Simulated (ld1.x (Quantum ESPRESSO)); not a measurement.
**helium (He), RRKJ: configuration errors across variants**

| Item | Value |
| --- | --- |
| Element | helium |
| Generator | ld1.x (Quantum ESPRESSO) 7.5 |
| Type | norm-conserving RRKJ (Kleinman–Bylander form) |
| Functional | LDA (PZ) |
| Relativity | scalar-relativistic |
| Frozen core | none |
| Valence charge | 2 |
| Reference configuration | 1s2 |
| Partial waves | 1s (bound): rc 0.55 bohr; 2p channel at 0.25 Ry: rc 0.55 bohr |
| Local potential | all-electron potential smoothed inside 0.40 bohr (lloc = -2) |
| Core correction | none |

All-electron excitation energies from the reference (eV): (1) 1s1 26.485; (2) 1s1.5 10.375; (3) 1s1 spin 24.284; (4) 1s1.5 spin 10.024.

Spin tests fill each open shell by Hund’s rule, majority spin first.

Errors AE − PS in meV (a dash: test not solved or not reliable):

```csv
change,(1),(2),(3),(4),bound ghosts
base,+3.3,+0.3,-3.6,-0.7,none
wave 1s (bound): rc 0.55 bohr becomes 1s (bound): rc 0.38 bohr,-0.5,-0.4,-2.1,-0.6,none
wave 1s (bound): rc 0.55 bohr becomes 1s (bound): rc 0.44 bohr,+0.4,-0.2,-2.4,-0.6,none
wave 1s (bound): rc 0.55 bohr becomes 1s (bound): rc 0.58 bohr,+4.4,+0.5,-3.9,-0.7,none
wave 1s (bound): rc 0.55 bohr becomes 1s (bound): rc 0.66 bohr,+8.4,+1.1,-5.0,-0.8,none
wave 1s (bound): rc 0.55 bohr becomes 1s (bound): rc 0.74 bohr,+15,+2.2,-6.2,-0.9,none
wave 1s (bound): rc 0.55 bohr becomes 1s (bound): rc 0.82 bohr,+23,+3.5,-7.0,-0.9,none
```

**Question.** Give the same row for: wave 1s (bound): rc 0.55 bohr becomes 1s (bound): rc 0.50 bohr.

**Answer.** +1.7, 0.0, -3.0, -0.7; bound ghosts: none.
